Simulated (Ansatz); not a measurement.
Molecule: sum formula SiN₃H₅Cl (charge 0, doublet). It need not be the lowest isomer of its formula. 
Structure (B3LYP-D3(BJ)/def2-TZVP (Ansatz, a first-principles code) minimum search):
```xyz
10

N      0.4311     1.4595    -1.1090
Si     0.0915    -0.0748    -0.3532
N      1.3933    -1.1539    -0.1979
N     -1.1129    -0.8694    -1.2497
Cl    -0.3861     0.4580     1.6055
H     -0.3895     2.0547    -1.2445
H      2.0278    -1.0731     0.5797
H      1.8482    -1.5205    -1.0194
H     -1.2671    -1.8594    -1.1429
H     -1.9166    -0.3936    -1.6245
```
Charge 0, spin multiplicity 2.

Basis-set convergence of Hartree-Fock and CCSD(T) correlation energies (hartree) with Ansatz. Correlated levels leave the core frozen unless marked. UHF or UKS for open shells. Spin-orbit coupling is left out. Non-relativistic.

```
basis        functions       E(HF)  E(corr, CCSD(T))
-----------  ---------  ----------  ----------------
cc-pV(D+d)Z        113  -914.81962          -0.77137
cc-pV(T+d)Z        238  -914.91556          -0.98538
cc-pV(Q+d)Z        443  -914.93623          -1.05554
```

Extrapolating the two largest sets (X = 3 and 4) as X^-3: E(corr) = (64·(-1.05554) - 27·(-0.98538))/37 = -1.1067 Eh, an estimate of the basis-set limit. The largest set recovers 95.4 % of it, the smallest 69.7 %.
